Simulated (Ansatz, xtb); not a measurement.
## C3H11PSSi: which of two isomers lies lower

We compare I, `CSCC[SiH2]P`, a singlet, with II, `CCSC[SiH2]P`, a singlet. Both are isolated molecules in the gas phase, relaxed with PBE0-D3(BJ)/def2-SVP, each in the lowest conformer that the search found.

Q: Estimate E(II) − E(I) at the level CCSD(T)/def2-SVP + ΔMP2/def2-TZVPP.

A: Not settled: CCSD(T)/def2-SVP + ΔMP2/def2-TZVPP gives E(II) − E(I) = −4.46 kJ/mol, but this leans on the basis-set step: CCSD(T) alone gives −2.65 kJ/mol.

Level by level:

```
                             level              geometry  E(II) − E(I) (kJ/mol)  departure from the last row (kJ/mol)  job, with rough time for the two
              PBE0-D3(BJ)/def2-SVP  PBE0-D3(BJ)/def2-SVP                   −1.32                                 +3.14             optimisation, 1.8 min
                       HF/def2-SVP  PBE0-D3(BJ)/def2-SVP                   −5.97                                 −1.51           part of the CCSD(T) run
                      MP2/def2-SVP  PBE0-D3(BJ)/def2-SVP                   −3.23                                 +1.23           part of the CCSD(T) run
                  CCSD(T)/def2-SVP  PBE0-D3(BJ)/def2-SVP                   −2.65                                 +1.81                      single point
CCSD(T)/def2-SVP + ΔMP2/def2-TZVPP  PBE0-D3(BJ)/def2-SVP                   −4.46                                                      single point, 78 s
```

As drawn, both hold the same kinds of bond in the same numbers.

PBE0-D3(BJ)/def2-SVP finds them nearly level. The largest departure from CCSD(T)/def2-SVP + ΔMP2/def2-TZVPP is that of PBE0-D3(BJ)/def2-SVP, 3.14 kJ/mol. Levels run at GFN2-xTB geometries aren't shown. The last row adds to CCSD(T) the change of the MP2 difference between the two basis sets, here −1.81 kJ/mol.

With thermal terms from frequencies at re-optimised GFN2-xTB minima (ideal gas, soft modes damped towards free rotors, one conformer each, 298.15 K, 1 atm): on the last row, ΔE + ΔZPE = −5.08, ΔH = −4.42, ΔG = −6.56 kJ/mol.

The correlated steps freeze 18 core orbitals. Codes used: Ansatz 0.2.0, xtb 6.7.1; the last row on 4 threads of Arm Neoverse V1 on a shared host.
